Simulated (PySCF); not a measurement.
Correlation energy of Br⁺ (bromine, charge +1)

[Ar] 3d10 4s2 4p4, high-spin 3P determinant. All numbers are calculated (PySCF 2.14, no relativity, point nucleus, in 6-31G* (5s4p3d, 32 functions)). Frozen: [Ar] 3d10; 6 electrons correlated.

MP2 pair energies summed by pair of shells (mhartree):

```tsv
pair	energy	share (%)
4p-4p	-35.00	48.9
4s-4p	-31.07	43.4
4s-4s	-5.45	7.6
```

Total MP2 correlation energy: -71.52 mhartree.

Same-spin part -17.55 and opposite-spin part -53.97 mhartree; SCS-MP2 scales them by 1/3 and 6/5 to -70.61 mhartree.

```tsv
level	correlation energy (mhartree)
CCSD	-87.24
(T)	-0.95
CCSD(T)	-88.19
```

Diagnostics: T1 = 0.0060, D1 = 0.0201, largest double amplitude 0.053.

Question: Is a single reference adequate?

Answer: Yes, within this model without spin-orbit coupling: T1 lies below 0.03 and no double amplitude reaches 0.07.
